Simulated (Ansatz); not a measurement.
Two structures of BNH5O2F, singlet, reached by relaxing down either side of one saddle point (PBE0-D4/def2-TZVP). Energies are electronic, without zero-point energy. Computed with Ansatz 0.2.0 (basis: def2-TZVPP and def2-QZVPP); correlated methods freeze the cores. Extrapolation: Hartree–Fock as exp(−7.88 √X), correlation as X^−2.97. First:

```json
{"atom": "B1", "x (Å)": "-0.3766", "y (Å)": "0.2618", "z (Å)": "-0.5447"}
{"atom": "N2", "x (Å)": "0.9545", "y (Å)": "-0.2269", "z (Å)": "-0.2374"}
{"atom": "O3", "x (Å)": "-0.9305", "y (Å)": "-0.0995", "z (Å)": "-1.7340"}
{"atom": "O4", "x (Å)": "-1.0839", "y (Å)": "1.0200", "z (Å)": "0.3407"}
{"atom": "H5", "x (Å)": "0.6449", "y (Å)": "-0.8822", "z (Å)": "1.3089"}
{"atom": "F6", "x (Å)": "0.3792", "y (Å)": "-0.8894", "z (Å)": "2.2280"}
{"atom": "H7", "x (Å)": "1.6048", "y (Å)": "0.4378", "z (Å)": "0.1575"}
{"atom": "H8", "x (Å)": "1.4006", "y (Å)": "-0.7667", "z (Å)": "-0.9642"}
{"atom": "H9", "x (Å)": "-1.8534", "y (Å)": "0.1599", "z (Å)": "-1.7930"}
{"atom": "H10", "x (Å)": "-0.7397", "y (Å)": "0.9854", "z (Å)": "1.2382"}
```

Second:

| atom | x (Å) | y (Å) | z (Å) |
| --- | --- | --- | --- |
| B1 | -0.5136 | -0.0959 | 0.0769 |
| N2 | 1.1722 | -0.2539 | -0.0410 |
| O3 | -0.9165 | -0.3967 | -1.2457 |
| O4 | -0.7759 | 1.2326 | 0.5050 |
| H5 | 1.6156 | -0.2287 | 0.8705 |
| F6 | -0.8147 | -1.0630 | 1.0384 |
| H7 | 1.5302 | 0.5055 | -0.6096 |
| H8 | 1.3915 | -1.1345 | -0.4954 |
| H9 | -1.6219 | 0.1912 | -1.5167 |
| H10 | -1.0671 | 1.2437 | 1.4176 |

(1) Which bonds change from the first to the second?

(2) Give the saddle point's structure and its height above each. (Judge from chemistry; the value comes from the calculation.)

No T1 diagnostic of these runs exceeds 0.013.

Results:

(1) BNH₄O₂ ([NH2][B]([OH])[OH]) + HF → BH₂O₂F ([OH][B]([OH])[F]) + NH₃ (still joined by a long B–N bond); bonds formed: B1–F6, N2–H5; bonds broken: H5–F6; bonds weakened to dative contacts: B1–N2.

(2) By the calculation: 0.917 eV above the first and 1.408 eV above the second (CCSD(T) at an estimated basis limit (MP2 extrapolated from triple and quadruple zeta, plus CCSD(T) − MP2 in triple zeta)).
```tsv
atom	x (Å)	y (Å)	z (Å)
B1	-0.3572	0.1445	-0.2228
N2	1.1533	-0.1440	-0.1035
O3	-0.9259	-0.4825	-1.2907
O4	-0.9018	1.2889	0.3098
H5	0.7342	-0.8007	0.8212
F6	-0.3551	-1.0246	1.3175
H7	1.7440	0.6417	0.1276
H8	1.5381	-0.6776	-0.8712
H9	-1.8676	-0.3054	-1.3436
H10	-0.7622	1.3599	1.2558
```

Steps of this kind, hydrogen fluoride cutting a network bond, underlie vapour etching and the fluorination step of atomic layer etching.

Labels in which every atom is bracketed show which atoms are joined, not bond orders.

For scale, one of the runs: CCSD(T)/def2-TZVPP, 225 basis functions, launched by `ansatz run in.yaml --threads 4 --pin off --events-out ev --progress --plain --max-ram 9574MiB`. The run took 120 s on 4 CPU threads of an Arm Neoverse V1 (shared host), with 4.1 GiB of host memory at its peak.
